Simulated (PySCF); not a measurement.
## Computed vibrations of [Eu(NH3)3]3+

[Eu(NH3)3]3+ (singlet in the valence; each metal's 4f electrons, 6 of them, lie in its core potential, out of spins and levels). PySCF 2.14.0, RKS PBE, Eu lcecp-1-SVP with ECP52, N def2-SVP, H def2-SVP; non-relativistic Hamiltonian with scalar-relativistic core potentials where named; density fitting; no spin-orbit coupling. Central differences of gradients.

```xyz
13

Eu    0.0000    0.0000    0.0000
N     2.4565    0.0013    0.0000
H     2.9107   -0.4720    0.8154
H     2.9107   -0.4720   -0.8154
H     2.9112    0.9431    0.0000
N    -1.2294    2.1268    0.0000
H    -1.0466    2.7567    0.8154
H    -1.0466    2.7567   -0.8154
H    -2.2724    2.0496    0.0000
N    -1.2271   -2.1281    0.0000
H    -1.8641   -2.2847    0.8154
H    -1.8641   -2.2847   -0.8154
H    -0.6389   -2.9928    0.0000
```

Run from Python with OMP_NUM_THREADS=2. Where DIIS fails, smearing, a level shift and second-order steps follow.
It took 92 s on 2 threads of Arm Neoverse V2, on a shared host.

(1) What are the harmonic wavenumbers and infrared intensities?

(2) Is this a minimum?

An lcecp potential fixes the number of 4f electrons, so in runs with it no electron can move into or out of that shell.

Results:

(1) Modes are labelled in C3h; negative numbers are unstable modes, those under 60 cm⁻¹ near the noise; a finer grid moves soft modes by up to 10 cm⁻¹.
| cm⁻¹ | km/mol | symmetry |
| --- | --- | --- |
| -49 | – | a'' |
| -48 | – | e'' |
| -48 | – | e'' |
| -44 | – | a'' |
| 85 | 8.9 | e' |
| 85 | 8.9 | e' |
| 340 | 0.0 | a' |
| 350 | 8.5 | e' |
| 350 | 8.5 | e' |
| 619 | 0.0 | a' |
| 630 | 0.0 | e'' |
| 630 | 0.0 | e'' |
| 643 | 198.3 | a'' |
| 660 | 78.2 | e' |
| 660 | 78.2 | e' |
| 1365 | 162.6 | e' |
| 1365 | 162.6 | e' |
| 1368 | 0.0 | a' |
| 1557 | 141.0 | a'' |
| 1558 | 72.5 | e' |
| 1558 | 72.5 | e' |
| 1560 | 0.0 | a' |
| 1560 | 0.0 | e'' |
| 1560 | 0.0 | e'' |
| 3236 | 365.7 | e' |
| 3236 | 365.7 | e' |
| 3247 | 0.0 | a' |
| 3301 | 0.0 | e'' |
| 3301 | 0.0 | e'' |
| 3302 | 451.5 | a'' |
| 3308 | 0.0 | a' |
| 3309 | 219.5 | e' |
| 3309 | 219.5 | e' |

(2) Probably not: 4 unstable, though so soft as to be near the noise; the lowest moves the atoms so:
```
Eu   0.00  0.00 -0.03
N    0.00  0.00  0.07
H   -0.03 -0.28 -0.07
H    0.03  0.28 -0.07
H    0.00  0.00  0.40
N    0.00  0.00  0.07
H    0.25  0.12 -0.07
H   -0.25 -0.12 -0.07
H    0.00  0.00  0.40
N    0.00  0.00  0.07
H   -0.23  0.16 -0.07
H    0.23 -0.16 -0.07
H    0.00  0.00  0.40
```
